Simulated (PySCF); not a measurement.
Radial density of Br⁺ (bromine, charge +1)

UHF, [Ar] 3d10 4s2 4p4, high-spin 3P determinant. Computed with PySCF 2.14 in cc-pVTZ-PP with ECP10MDF (5s4p3d1f, 39 functions), with scalar relativity through the core potential. This is the valence pseudo-density: the core potential removes the inner electrons and smooths the orbitals near the nucleus.

```json
{"r (bohr)": "0.000576", "4πr²ρ (e/bohr)": "2.286e-05", "4πr²(ρα − ρβ)": "0.0000"}
{"r (bohr)": "0.000968", "4πr²ρ (e/bohr)": "6.452e-05", "4πr²(ρα − ρβ)": "0.0000"}
{"r (bohr)": "0.00163", "4πr²ρ (e/bohr)": "0.0001812", "4πr²(ρα − ρβ)": "0.0000"}
{"r (bohr)": "0.00274", "4πr²ρ (e/bohr)": "0.0005024", "4πr²(ρα − ρβ)": "0.0000"}
{"r (bohr)": "0.00461", "4πr²ρ (e/bohr)": "0.001347", "4πr²(ρα − ρβ)": "0.0000"}
{"r (bohr)": "0.00775", "4πr²ρ (e/bohr)": "0.003336", "4πr²(ρα − ρβ)": "0.0000"}
{"r (bohr)": "0.0130", "4πr²ρ (e/bohr)": "0.007277", "4πr²(ρα − ρβ)": "0.0000"}
{"r (bohr)": "0.0219", "4πr²ρ (e/bohr)": "0.01428", "4πr²(ρα − ρβ)": "0.0000"}
{"r (bohr)": "0.0369", "4πr²ρ (e/bohr)": "0.02728", "4πr²(ρα − ρβ)": "0.0000"}
{"r (bohr)": "0.0620", "4πr²ρ (e/bohr)": "0.1073", "4πr²(ρα − ρβ)": "0.0001"}
{"r (bohr)": "0.104", "4πr²ρ (e/bohr)": "0.8496", "4πr²(ρα − ρβ)": "0.0002"}
{"r (bohr)": "0.176", "4πr²ρ (e/bohr)": "5.458", "4πr²(ρα − ρβ)": "0.0095"}
{"r (bohr)": "0.295", "4πr²ρ (e/bohr)": "21.62", "4πr²(ρα − ρβ)": "0.1285"}
{"r (bohr)": "0.497", "4πr²ρ (e/bohr)": "34.09", "4πr²(ρα − ρβ)": "0.1607"}
{"r (bohr)": "0.835", "4πr²ρ (e/bohr)": "12.02", "4πr²(ρα − ρβ)": "0.1028"}
{"r (bohr)": "1.41", "4πr²ρ (e/bohr)": "4.565", "4πr²(ρα − ρβ)": "1.1874"}
{"r (bohr)": "2.36", "4πr²ρ (e/bohr)": "2.013", "4πr²(ρα − ρβ)": "0.7476"}
{"r (bohr)": "3.98", "4πr²ρ (e/bohr)": "0.1355", "4πr²(ρα − ρβ)": "0.0480"}
{"r (bohr)": "6.69", "4πr²ρ (e/bohr)": "0.001964", "4πr²(ρα − ρβ)": "0.0009"}
```

Energies and moments cover only the electrons outside the core potential.
